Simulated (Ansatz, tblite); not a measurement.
Cost and result up the ladder for Mo(NH)2(NH2)2 (MoN4H6) (11 atoms). The state is a singlet with charge 0. Geometry: r2SCAN-D4/def2-SVP.

```
atom   x (Å)   y (Å)   z (Å)
 Mo1   0.113   0.067   0.150
  N2  -0.328   1.482   1.071
  H3  -0.228   2.196   1.791
  N4   1.598  -0.725   0.611
  H5   2.451  -0.871   1.149
  N6   0.323   0.637  -1.705
  H7   0.975   0.215  -2.361
  H8  -0.115   1.463  -2.103
  N9  -1.323  -1.233   0.381
 H10  -2.276  -0.992   0.638
 H11  -1.189  -2.241   0.376
```

Ansatz on 4 threads of Arm Neoverse V2 on a shared host; xTB runs through tblite on one thread. Times are rough, summed over both states, and most runs start from the orbitals of an earlier one. PBE0-D4/def2-TZVP serves as the yardstick here, not as an exact answer. The other state is a doublet.

In the def2 sets Mo takes a core potential; there is no spin–orbit coupling. The xTB rows come from tblite.

Raw xTB energies of ions are shifted by several eV.

```tsv
level	functions	wall time	vertical IE (eV)	difference from PBE0-D4/def2-TZVP (eV)
GFN2-xTB	31	0.007 s	12.75	4.34
GFN1-xTB	37	0.01 s	13.41	5.01
PBE-D4/def2-TZVP	200	5.1 s	8.16	-0.24
PBE0-D4/def2-TZVP	200	7.9 s	8.40	0.00
r2SCAN-D4/def2-TZVP	200	12 s	8.23	-0.17
```
